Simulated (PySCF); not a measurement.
SCF from a fresh guess for quartet H2MnO, at the PBE0 minimum. PySCF input:

```python
from pyscf import gto, scf, dft
mol = gto.M(atom='''
Mn     0.000000    -0.325280     0.000000
O     -0.075390     1.232590    -0.000000
H      0.598260    -0.915170    -1.341250
H      0.598260    -0.915170     1.341250''',
    basis={'Mn': 'def2-TZVP', 'O': 'def2-TZVP', 'H': 'def2-TZVP'},
    charge=0, spin=3)
mf = dft.UKS(mol, xc='PBE0')
mf.grids.atom_grid = (50, 194)
aux = {'Mn': 'def2-universal-JKFIT', 'O': 'def2-universal-JKFIT', 'H': 'def2-universal-JKFIT'}
mf = mf.density_fit(auxbasis=aux)
mf.conv_tol = 1e-08
mf.diis_space = 10
mf.max_cycle = 60
mf.init_guess = 'minao'
mf.verbose = 4
mf.kernel()
```

Excerpt of the output (cycles alone):

```
init E= -1225.85588369506
cycle= 1 E= -1218.68823930168  delta_E= 7.17  |g|= 3.96  |ddm|= 8.25
cycle= 2 E= -1189.68452376309  delta_E=   29  |g|= 10.6  |ddm|= 9.99
cycle= 3 E= -1212.22827820111  delta_E= -22.5  |g|= 7.17  |ddm|= 4.23
cycle= 4 E= -1214.39753430485  delta_E= -2.17  |g|= 6.46  |ddm|= 0.667
cycle= 5 E= -1217.18607364062  delta_E= -2.79  |g|= 5.99  |ddm|= 0.958
cycle= 6 E= -1217.60922306477  delta_E= -0.423  |g|= 5.75  |ddm|= 0.51
cycle= 7 E= -1218.2243759218  delta_E= -0.615  |g|= 5.64  |ddm|= 0.185
cycle= 8 E= -1217.97284046386  delta_E= 0.252  |g|=  5.7  |ddm|= 0.0957
cycle= 9 E= -1217.97611427577  delta_E= -0.00327  |g|=  5.7  |ddm|= 0.0549
cycle= 10 E= -1218.05950544403  delta_E= -0.0834  |g|= 5.68  |ddm|= 0.0231
cycle= 11 E= -1217.86177282415  delta_E= 0.198  |g|= 5.75  |ddm|= 0.114
cycle= 12 E= -1213.37590830619  delta_E= 4.49  |g|= 5.25  |ddm|= 21.7
cycle= 13 E= -1226.89312517465  delta_E= -13.5  |g|= 0.613  |ddm|= 21.7
cycle= 14 E= -1226.94530428545  delta_E= -0.0522  |g|= 0.502  |ddm|= 0.577
cycle= 15 E= -1227.04048003794  delta_E= -0.0952  |g|= 0.29  |ddm|= 0.347
cycle= 16 E= -1227.06131904385  delta_E= -0.0208  |g|= 0.149  |ddm|= 0.107
cycle= 17 E= -1227.07175732609  delta_E= -0.0104  |g|= 0.0336  |ddm|= 0.0969
cycle= 18 E= -1227.07419175821  delta_E= -0.00243  |g|= 0.0355  |ddm|= 0.0682
cycle= 19 E= -1227.07523486424  delta_E= -0.00104  |g|= 0.0128  |ddm|= 0.0282
cycle= 20 E= -1227.07636557943  delta_E= -0.00113  |g|= 0.0091  |ddm|= 0.0705
cycle= 21 E= -1227.07648469523  delta_E= -0.000119  |g|= 0.00378  |ddm|= 0.0244
cycle= 22 E= -1227.07649562459  delta_E= -1.09e-05  |g|= 0.00114  |ddm|= 0.0042
cycle= 23 E= -1227.07649804515  delta_E= -2.42e-06  |g|= 0.000298  |ddm|= 0.00299
cycle= 24 E= -1227.07649836954  delta_E= -3.24e-07  |g|= 0.00016  |ddm|= 0.00106
cycle= 25 E= -1227.07649842236  delta_E= -5.28e-08  |g|= 5.54e-05  |ddm|= 0.000414
cycle= 26 E= -1227.0764984315  delta_E= -9.14e-09  |g|= 4.59e-05  |ddm|= 0.000204
Extra cycle  E= -1227.07649842724  delta_E= 4.26e-09  |g|= 0.000148  |ddm|= 8.43e-05
converged SCF energy = -1227.07649842724  <S^2> = 3.9377726  2S+1 = 4.0928096
```

No lower solution of this spin was found from smeared starts or by a stability analysis within the unrestricted form.

With open d or f shells other occupations or spin states may lie lower.

The search for the lowest solution, 3 starts and the stability check together, took 8.4 s on 2 threads of a shared AMD EPYC 9R45 96-Core (Zen 5) host, with 88 basis functions; the process peaked at 0.44 GiB.
